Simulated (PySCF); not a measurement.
Si(Vi)(NH2)3, C2H9N3Si, SMILES C=C[Si](N)(N)N (GFN2-xTB optimised geometry):

```
15

C     -0.927    -2.745     1.979
C     -1.276    -1.524     1.611
Si    -0.746    -0.692     0.000
N      0.988    -0.692     0.000
N     -1.464     0.880     0.000
N     -1.356    -1.386    -1.474
H     -0.280    -3.359     1.370
H     -1.260    -3.200     2.901
H     -1.933    -0.965     2.265
H      1.458    -0.383    -0.836
H      1.464    -1.494     0.378
H     -1.216     1.494     0.758
H     -1.435     1.392    -0.867
H     -1.113    -2.345    -1.667
H     -2.334    -1.248    -1.670
```

Level of theory: PBE0/def2-TZVP in PySCF.

Q: What are the frontier orbital energies and the dipole moment?

A: HOMO-2 -7.61 eV, HOMO-1 -7.25 eV, HOMO -6.95 eV, LUMO -0.13 eV, LUMO+1 0.86 eV; dipole moment 0.92 D.

On the same geometry PBE/def2-TZVP in PySCF gives HOMO-2 -6.13 eV, HOMO-1 -5.83 eV, HOMO -5.52 eV, LUMO -1.13 eV, LUMO+1 0.04 eV; dipole moment 0.90 D.

Meta-Löwdin charges at PBE0/def2-TZVP: C1 -0.24, C2 -0.38, Si3 1.15, N4 -0.76, N5 -0.76, N6 -0.77, H7 0.11, H8 0.12, H9 0.13, H10 0.23, H11 0.24, H12 0.24, H13 0.24, H14 0.23, H15 0.24.
